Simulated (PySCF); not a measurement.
Löwdin shares of the frontier orbitals

Compound: GeH3(NHiPr), C3H11GeN.
Z-matrix (Å and degrees, PBE0-D3(BJ)/def2-SVP geometry), rows numbered from 1:
```
Ge
H   1  1.5507
H   1  1.5395  2  108.04
H   1  1.5391  2  109.13  3  -119.89
N   1  1.8381  2  114.63  3   122.88
C   5  1.4548  1  124.07  2   -47.45
C   6  1.5283  5  113.20  1    79.13
C   6  1.5212  5  110.43  1   -46.48
H   5  1.0156  1  112.24  2    92.20
H   6  1.1071  5  106.92  1  -162.57
H   7  1.1024  6  110.69  5   -63.74
H   7  1.1018  6  111.62  5   175.89
H   7  1.1015  6  110.85  5    55.76
H   8  1.1038  6  111.20  5    66.39
H   8  1.0998  6  110.85  5  -174.53
H   8  1.0998  6  110.85  5   -53.88
```

Computed with PySCF 2.14.0, density-fitted response routines, TDDFT CAM-B3LYP/def2-SVPD, vertical, gas phase, core orbitals frozen in the response. The CAM-B3LYP/def2-SVPD calculation is non-relativistic and has no spin–orbit coupling, an omission that weighs most on germanium.

Kohn–Sham orbitals with the atoms that hold most of them (Löwdin shares over 4%, at most four atoms; ? is withheld):

```json
{"orbital": "HOMO-3", "ε (eV)": "-10.96", "atoms": "Ge1 31%, H3 18%, H2 16%, C7 8%"}
{"orbital": "HOMO-2", "ε (eV)": "-10.76", "atoms": "Ge1 38%, H4 33%, H2 9%, N5 6%"}
{"orbital": "HOMO-1", "ε (eV)": "-10.47", "atoms": "?"}
{"orbital": "HOMO", "ε (eV)": "?", "atoms": "N5 57%, Ge1 10%, C6 9%, C7 7%"}
{"orbital": "LUMO", "ε (eV)": "1.01", "atoms": "?"}
{"orbital": "LUMO+1", "ε (eV)": "1.39", "atoms": "Ge1 32%, H2 11%, H3 10%, N5 10%"}
{"orbital": "LUMO+2", "ε (eV)": "1.99", "atoms": "Ge1 23%, C8 13%, H15 10%, H10 9%"}
```

Task: Which atoms hold the LUMO, and with what shares?

Result: Ge1 (bonded to N and 3 H) 41%; H4 (bonded to Ge) 8%; C7 (bonded to C and 3 H) 7%; H2 (bonded to Ge) 6%. By element: germanium 41%, hydrogen 14% or more, carbon 7% or more.

Task: Which atoms hold the HOMO-1, and with what shares?

Result: C6 (bonded to 2 C, N and H) 18%; Ge1 (bonded to N and 3 H) 14%; N5 (bonded to C, Ge and H) 14%; C8 (bonded to C and 3 H) 12%. By element: carbon 31% or more, germanium 14%, nitrogen 14%.

Task: What is the HOMO energy, and the HOMO–LUMO gap?

Result: ε(HOMO) = -7.93 eV; the gap is 8.94 eV (0.3284 hartree).

Task: The HOMO–LUMO gap is 8.94 eV. Where does the response calculation put the lowest singlet, and from which orbitals?

Result: S1 is at 5.85 eV (f = 0.0074), 3.09 eV below the gap, made of HOMO→LUMO (56%), HOMO→LUMO+1 (34%). 

Next come S2 at 6.41 eV (f 0.026), HOMO→LUMO+1 (53%), HOMO→LUMO (40%); S3 at 6.91 eV (f 0.017), HOMO→LUMO+2 (60%), HOMO→LUMO+4 (22%), HOMO→LUMO+5 (10%); S4 at 7.13 eV (f 0.0038), HOMO→LUMO+3 (57%), HOMO→LUMO+5 (23%), HOMO→LUMO+4 (9%); S5 at 7.34 eV (f 0.030), HOMO→LUMO+6 (44%), HOMO→LUMO+4 (28%), HOMO→LUMO+2 (10%).

The run took 1.7 min (grids of density and orbitals included) on Arm Neoverse V1, one thread, shared host with 32 logical CPUs at a one-minute load of 28, and the process peaked at 1.2 GiB of memory.

One conformer stands for the species.
